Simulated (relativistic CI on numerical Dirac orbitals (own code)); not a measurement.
## Slater and spin-orbit integrals, Re¹⁹⁺

Computed by Dirac-Coulomb-Breit CI, KLI orbitals optimised for each configuration, model QED (radiative potential, 1s self-energy scaled to tabulated hydrogen-like ionisation energies), unscaled Slater integrals (own radial code, finite nucleus).

Slater integrals F^k, G^k are unscaled and averaged over j, outside the closed core [Ar] 3d10; ζ comes from projecting the Hamiltonian with its Breit term on Σ l·s of the shell.

- 4s2.4p6.4d10.4f10: F^2(4f,4f) = 205910, F^4(4f,4f) = 132500, F^6(4f,4f) = 96330, ζ(4f) = 6521.6 cm⁻¹; <r>(4f) = 0.4942, <r^2>(4f) = 0.2859 (bohr units).
- 4s2.4p6.4d10.4f9.5s: F^2(4f,4f) = 208680, F^4(4f,4f) = 134400, F^6(4f,4f) = 97751, ζ(4f) = 6718.4, G^3(4f,5s) = 34751 cm⁻¹; <r>(4f) = 0.4887, <r^2>(4f) = 0.2794, <r>(5s) = 0.8662, <r^2>(5s) = 0.8349 (bohr units).
- 4s2.4p6.4d10.4f8.5s2: F^2(4f,4f) = 211670, F^4(4f,4f) = 136460, F^6(4f,4f) = 99297, ζ(4f) = 6917.7 cm⁻¹; <r>(4f) = 0.483, <r^2>(4f) = 0.2725 (bohr units).

Averages of the first 10 configurations, taken without configuration mixing, which lowers the lowest level and can move excited configurations by several eV; other configurations of the list can lie among them:

```json
{"Configuration": "4s2.4p6.4d10.4f10", "Parity": "even", "States": "1001", "Average energy above the lowest level (eV)": "14.0"}
{"Configuration": "4s2.4p6.4d10.4f9.5s", "Parity": "odd", "States": "4004", "Average energy above the lowest level (eV)": "41.3"}
{"Configuration": "4s2.4p6.4d10.4f8.5s2", "Parity": "even", "States": "3003", "Average energy above the lowest level (eV)": "76.6"}
{"Configuration": "4s2.4p6.4d9.4f11", "Parity": "odd", "States": "3640", "Average energy above the lowest level (eV)": "244.2"}
{"Configuration": "4s2.4p6.4d8.4f12", "Parity": "even", "States": "4095", "Average energy above the lowest level (eV)": "476.2"}
{"Configuration": "4s2.4p6.4d10.4f9.6s", "Parity": "odd", "States": "4004", "Average energy above the lowest level (eV)": "240.6"}
{"Configuration": "4s2.4p5.4d10.4f11", "Parity": "even", "States": "2184", "Average energy above the lowest level (eV)": "455.0"}
{"Configuration": "4s.4p6.4d10.4f11", "Parity": "odd", "States": "728", "Average energy above the lowest level (eV)": "612.7"}
{"Configuration": "4s2.4p4.4d10.4f12", "Parity": "even", "States": "1365", "Average energy above the lowest level (eV)": "896.2"}
{"Configuration": "4p6.4d10.4f12", "Parity": "even", "States": "91", "Average energy above the lowest level (eV)": "1213.8"}
```
